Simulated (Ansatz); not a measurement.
Ansatz (an electronic-structure program) input (wB97M-V/def2-TZVPD):

Ansatz 0.2 input:
```yaml
crystal:
  periodic: [false, false, false]
  atoms:
    - {symbol: C, position_ang: [-1.81506966, -1.94650012, 0.34855626]}
    - {symbol: C, position_ang: [-1.06912808, -0.80710799, 0.93647513]}
    - {symbol: C, position_ang: [-0.48432639, 0.17549636, -0.09443921]}
    - {symbol: C, position_ang: [0.08766033, 1.40904946, 0.61565692]}
    - {symbol: C, position_ang: [0.61973531, 2.49146093, -0.31948032]}
    - {symbol: C, position_ang: [0.51764955, -0.50716187, -1.04126043]}
    - {symbol: C, position_ang: [1.80599488, -0.99919792, -0.38431152]}
    - {symbol: H, position_ang: [-1.89041433, -2.89539129, 0.86077646]}
    - {symbol: H, position_ang: [-2.41186129, -1.80919934, -0.54426639]}
    - {symbol: H, position_ang: [-1.73715533, -0.23167293, 1.59899450]}
    - {symbol: H, position_ang: [-0.27504393, -1.17559742, 1.59360080]}
    - {symbol: H, position_ang: [-1.32046229, 0.51794920, -0.71775459]}
    - {symbol: H, position_ang: [-0.70103503, 1.83558278, 1.24284834]}
    - {symbol: H, position_ang: [0.87952665, 1.09860039, 1.30430748]}
    - {symbol: H, position_ang: [1.48895011, 2.15057234, -0.88405163]}
    - {symbol: H, position_ang: [-0.14293111, 2.79723468, -1.04024331]}
    - {symbol: H, position_ang: [0.92080836, 3.37822442, 0.24119655]}
    - {symbol: H, position_ang: [0.01455993, -1.35421607, -1.51482669]}
    - {symbol: H, position_ang: [0.76898950, 0.18394638, -1.84937933]}
    - {symbol: H, position_ang: [2.37597333, -0.18019934, 0.05813420]}
    - {symbol: H, position_ang: [1.60575169, -1.72729981, 0.40365817]}
    - {symbol: H, position_ang: [2.44924811, -1.48476687, -1.12017564]}
basis:
  gaussian:
    orbitals: def2-TZVPD
hamiltonian:
  xc: {name: wB97M-V}
magnetization: {spin_polarized: true, initial_magnetization: 1}
output: {forces: true}
```

End of the output:

```
integrals: 0.68 GiB planned
1983 factors; their error is unknown
integrals: 0.72 GiB planned
828 factors; integrals over basis functions are off by at most 1.4e-6 eV
0.69 GiB of the device are held for the grids
3.93 GiB of device memory are held for the factors and their scratch space
mean field: 5.68 GiB planned
mean field evaluation 1: about -7491.9388 eV, gradient 4.3e1 eV
mean field evaluation 2: about -7495.6748 eV, gradient 3.3e1 eV
mean field evaluation 4: about -7500.7695 eV, gradient 1.4e0 eV
mean field evaluation 8: about -7500.8032 eV, gradient 4.1e-2 eV
mean field evaluation 16: about -7500.7247 eV, gradient 7.7e-4 eV
mean field -7500.72473012 eV, -275.6465496579 hartree, gradient 5.5e-5 eV, S^2 0.753558; 0 other end points of the search recorded, 0 dependent functions left out
the calculation of the forces begins
reference -7500.72480526 eV, -275.6465524196 hartree; 29, 28 occupied and 365, 366 virtual orbitals, 1983 factors
Total energy: -7500.72480526 eV, -275.6465524196 hartree
Atom 0 at    -1.815070    -1.946500     0.348556 Å, force    -0.012441    -0.005188    -0.014554 eV/Å
Atom 1 at    -1.069128    -0.807108     0.936475 Å, force     0.065836     0.087054    -0.026299 eV/Å
Atom 2 at    -0.484326     0.175496    -0.094439 Å, force     0.034106    -0.032741     0.009053 eV/Å
Atom 3 at     0.087660     1.409049     0.615657 Å, force    -0.007047    -0.046533    -0.034280 eV/Å
Atom 4 at     0.619735     2.491461    -0.319480 Å, force    -0.021984    -0.042514     0.009688 eV/Å
Atom 5 at     0.517650    -0.507162    -1.041260 Å, force    -0.012666     0.029823     0.075633 eV/Å
Atom 6 at     1.805995    -0.999198    -0.384312 Å, force    -0.050449     0.025645     0.001874 eV/Å
Atom 7 at    -1.890414    -2.895391     0.860776 Å, force     0.009377     0.026915    -0.009106 eV/Å
Atom 8 at    -2.411861    -1.809199    -0.544266 Å, force     0.022893     0.010547     0.004365 eV/Å
Atom 9 at    -1.737155    -0.231673     1.598995 Å, force     0.009647    -0.012453    -0.017888 eV/Å
Atom 10 at    -0.275044    -1.175597     1.593601 Å, force     0.013731     0.002624    -0.001201 eV/Å
Atom 11 at    -1.320462     0.517949    -0.717755 Å, force    -0.012163     0.004175    -0.007609 eV/Å
Atom 12 at    -0.701035     1.835583     1.242848 Å, force    -0.000772    -0.007646    -0.005096 eV/Å
Atom 13 at     0.879527     1.098600     1.304307 Å, force     0.008121    -0.017563     0.005656 eV/Å
Atom 14 at     1.488950     2.150572    -0.884052 Å, force     0.001331    -0.011876     0.005384 eV/Å
Atom 15 at    -0.142931     2.797235    -1.040243 Å, force     0.004523    -0.013449     0.011447 eV/Å
Atom 16 at     0.920808     3.378224     0.241197 Å, force    -0.009368    -0.025930    -0.011725 eV/Å
Atom 17 at     0.014560    -1.354216    -1.514827 Å, force    -0.010475    -0.004909    -0.000756 eV/Å
Atom 18 at     0.768989     0.183946    -1.849379 Å, force    -0.002915     0.008584    -0.004406 eV/Å
Atom 19 at     2.375973    -0.180199     0.058134 Å, force    -0.004683     0.012453    -0.002520 eV/Å
Atom 20 at     1.605752    -1.727300     0.403658 Å, force    -0.006307     0.001111    -0.003144 eV/Å
Atom 21 at     2.449248    -1.484767    -1.120176 Å, force    -0.018295     0.011873     0.015485 eV/Å
Dipole moment:     0.005544     0.055114     0.020688 e Å
```

It need not be the lowest isomer of its formula.
